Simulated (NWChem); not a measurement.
System: C2H3AlFNO; SMILES [CH3][Al]([F])[N]=C=O

```xyz
9

Al    -0.0383     0.9031    -0.0023
F     -1.5595     1.5741     0.0036
C      1.5506     1.9963    -0.0022
H      2.2272     1.7096    -0.8235
H      2.1149     1.8588     0.9350
H      1.3178     3.0668    -0.1036
N      0.0140    -0.8690    -0.0017
C      0.0092    -2.0703     0.0001
O      0.0135    -3.2380     0.0018
```
Atoms are numbered in this order, from 1.

Geometry: optimised at PBE0/def2-SVP. B3LYP is NWChem's, with the RPA form of VWN correlation.

**Question.** Give the principal values of the shielding tensors (ppm) of Al1, F2, C3, N7, C8 from B3LYP/6-31G* (spherical d), GIAO (NWChem), with their diamagnetic and paramagnetic parts as GIAO splits them.

**Answer.** 
```tsv
atom	σ11	σ22	σ33	isotropic	diamagnetic	paramagnetic
Al1	441.0	446.3	568.9	485.4	796.4	-311.1
F2	205.9	319.4	414.3	313.2	467.8	-154.6
C3	199.7	202.0	209.4	203.7	249.4	-45.7
N7	148.4	158.9	343.5	216.9	314.3	-97.4
C8	-21.5	-20.8	282.8	80.1	269.2	-189.1
```
